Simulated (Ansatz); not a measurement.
Geometry optimisation, RKS PBE0/def2-SVP in Ansatz 0.2.0.

Input:

```yaml
crystal:
  periodic: [false, false, false]
  atoms:
    - { symbol: Si, position_ang: [-0.917, 0.9554, 0.3033] }
    - { symbol: C, position_ang: [-0.0615, -0.3815, -0.5853] }
    - { symbol: C, position_ang: [1.1995, -0.882, -0.0249] }
    - { symbol: S, position_ang: [-0.047, -1.9384, 0.1235] }
    - { symbol: H, position_ang: [-0.4664, 2.3009, -0.2241] }
    - { symbol: H, position_ang: [-0.7312, 0.9785, 1.7571] }
    - { symbol: H, position_ang: [-2.3971, 0.9347, 0.0258] }
    - { symbol: H, position_ang: [-0.1216, -0.3378, -1.6681] }
    - { symbol: H, position_ang: [2.012, -1.1871, -0.6549] }
    - { symbol: H, position_ang: [1.6135, -0.4938, 0.9506] }
basis:
  gaussian: { orbitals: def2-SVP }
hamiltonian:
  xc: pbe0
relax:
  f_tol: 0.02
  max_steps: 50
```

Launched with:

```bash
$ ansatz run input.yaml --threads 2 --pin off --max-ram 3072MiB --backend cpu --events-out ev --progress --plain --runs-dir out
```

Task: Where does it end, and by what steps?

Result: The run converged. After 5 steps the energy has fallen by 0.620 eV; S4 moved furthest, 0.15 Å.

```csv
step,energy less start (eV),largest force component (eV/Å),accepted
0,0.0000,5.121,yes
1,-0.4433,2.583,yes
2,-0.5969,0.644,yes
3,-0.6158,0.207,yes
4,-0.6192,0.092,yes
5,-0.6199,0.018,yes
```

```xyz
10
Properties=species:S:1:pos:R:3
Si -0.952 1.032 0.287
C 0.000 -0.333 -0.592
C 1.239 -0.895 0.005
S -0.187 -1.991 0.148
H -0.538 2.377 -0.225
H -0.653 0.942 1.746
H -2.417 0.864 0.053
H -0.043 -0.341 -1.689
H 2.028 -1.231 -0.677
H 1.608 -0.474 0.947
```

The run took 17 s on 2 threads of Intel(R) Xeon(R) Platinum 8375C CPU @ 2.90GHz (Ice Lake) (shared host), peak memory 0.21 GiB.
